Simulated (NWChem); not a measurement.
All runs are NWChem calculations. System: HBrGe, charge 0, spin multiplicity 1, at a geometry optimised with PBE/def2-SVP. The structure started from a generated list of species. Level: MP2/6-31G* (spherical d), 18 core orbitals frozen.

The NWChem input:

```
start mol
memory heap 200 mb stack 900 mb global 1100 mb
geometry units angstroms nocenter noautoz
  Ge    -0.833307     0.884563     0.000000
  H      0.299554     2.045027     0.000000
  Br     0.753322    -0.867172     0.000000
  symmetry group Cs
end
basis spherical
  * library 6-31g*
end
scf
  rhf
  nopen 0
  maxiter 100
  thresh 1e-7
  semidirect memsize 60000000 filesize 0
end
mp2
  freeze core 18
end
task mp2 energy
```

Output (cleaned and shortened):

```
             Northwest Computational Chemistry Package (NWChem) 7.3.0
             --------------------------------------------------------

                                NWChem Input Module
                                -------------------

 Scaling coordinates for geometry "geometry" by  1.889725989
 (inverse scale =  0.529177249)

 Turning off AUTOSYM since
 SYMMETRY directive was detected!

                             Geometry "geometry" -> ""
                             -------------------------

 Output coordinates in angstroms (scale by  1.889725989 to convert to a.u.)

  No.       Tag          Charge          X              Y              Z
 ---- ---------------- ---------- -------------- -------------- --------------
    1 Ge                  32.0000    -0.83330700     0.88456300     0.00000000
    2 H                    1.0000     0.29955400     2.04502700     0.00000000
    3 Br                  35.0000     0.75332200    -0.86717200     0.00000000

 Effective nuclear repulsion energy (a.u.)     267.4924691212

            Nuclear Dipole moment (a.u.)
            ----------------------------
        X                 Y               Z
 ---------------- ---------------- ----------------
     0.0000000000     0.0000434637     0.0000000000

      Symmetry information
      --------------------

 Group name             Cs
 Group number              2
 Group order               2
 No. of unique centers     3

      Symmetry unique atoms

     1    2    3


 Summary of "ao basis" -> "" (spherical)
 ------------------------------------------------------------------------------
       Tag                 Description            Shells   Functions and Types
 ---------------- ------------------------------  ------  ---------------------
 *                           6-31g*                   on all atoms

 Summary of "ao basis" -> "ao basis" (spherical)
 ------------------------------------------------------------------------------
       Tag                 Description            Shells   Functions and Types
 ---------------- ------------------------------  ------  ---------------------
[...]
     1   1 0 0     -0.582387      0.000000      0.000000
     1   0 1 0      0.779528      0.000000      0.000043
     1   0 0 1     -0.000000      0.000000      0.000000

     2   2 0 0    -29.157363      0.000000    150.601930
     2   1 1 0     -0.803600      0.000000   -163.694361
     2   1 0 1      0.000000      0.000000      0.000000
     2   0 2 0    -27.500180      0.000000    198.337428
     2   0 1 1     -0.000000      0.000000      0.000000
     2   0 0 2    -25.436429      0.000000      0.000000

                   NWChem MP2 Semi-direct Energy/Gradient Module
                   ---------------------------------------------

  Basis functions       =     66
  Molecular orbitals    =     66
  Frozen core           =     18
  Frozen virtuals       =      0
  Active alpha occupied =     16
  Active beta occupied  =     16
  Active alpha virtual  =     32
  Active beta virtual   =     32
  Use MO symmetry       = T
  Use skeleton AO sym   = T

  AO/Fock/Back tols     =   1.0D-09  1.0D-09  1.0D-09

 GA uses MA = F    GA memory limited = T

 Available:
  local mem=  1.26D+08
 global mem=  1.44D+08
 local disk=  0.00D+00
  mp2_memr nvloc                    32
  nvloc new                    32
   1 passes of  16:        3145728                      21942                   3600535.
   1 passes of  16: M    126152967           G      144170488           F     123007239.

 Semi-direct pass number   1 of   1  for RHF alpha+beta  at        1.0s
  vrange nnbf                  2064
  mp2_eaftype                    13  avail_ma_in_mb                  1099
 EAF : mp2_eaftype filesize          13    1800268.
  mp2_eaf for mointskh                     13
Node 0 wrote      8.5 Mb in      0.0 s     Agg I/O rate:  2185.0 Mb/s
 Done moints_semi at        3.0s
  mp2_eaftype                    13  avail_ma_in_mb                  1086
 EAF : mp2_eaftype filesize          13    1800268.
  mp2_eaf for kh                    13
 Done maket at        3.0s
 Done multipass loop at        3.0s

          -------------------------------------------
          SCF energy               -4647.778154170727
          Correlation energy          -0.482974454787
          Singlet pairs               -0.251677397436
          Triplet pairs               -0.231297057350
          Total MP2 energy         -4648.261128625514
          -------------------------------------------

          ---------------------------------------------------
                    Spin Component Scaled (SCS) MP2
          Same spin pairs                     -0.154198038234
          Same spin scaling factor             0.333333333333
          Opposite spin pairs                 -0.328776416553
          Opposite spin scaling fact.          1.200000000000
          SCS-MP2 correlation energy          -0.445931045941
          Total SCS-MP2 energy             -4648.224085216669
          ---------------------------------------------------

 -----------------------
 Performance information
 -----------------------

 Timer overhead =  1.63D-07 seconds/call

               Nr. of calls         CPU time (s)                 Wall time (s)                GFlops
             ---------------    -------------------     ------------------------------   -------------------
Name         Min   Avg   Max    Min     Avg     Max     Min     Avg     Max   Mx/calls   Min     Max     Sum
mp2: moin     1     1     1    2.0     2.0     2.0      2.0     2.0     2.0     2.0      0.0     0.0     0.0
mp2: make     1     1     1   2.83E-2 2.83E-2 2.83E-2  2.83E-2 2.83E-2 2.83E-2 2.83E-2   0.0     0.0     0.0
mp2: tota     1     1     1    2.0     2.0     2.0      2.0     2.0     2.0     2.0      0.0     0.0     0.0

 The average no. of pstat calls per process was 3.00D+00
 with a timing overhead of 4.88D-07s

 Task  times  cpu:        3.0s     wall:        3.0s

 Total times  cpu:        3.0s     wall:        3.0s
```
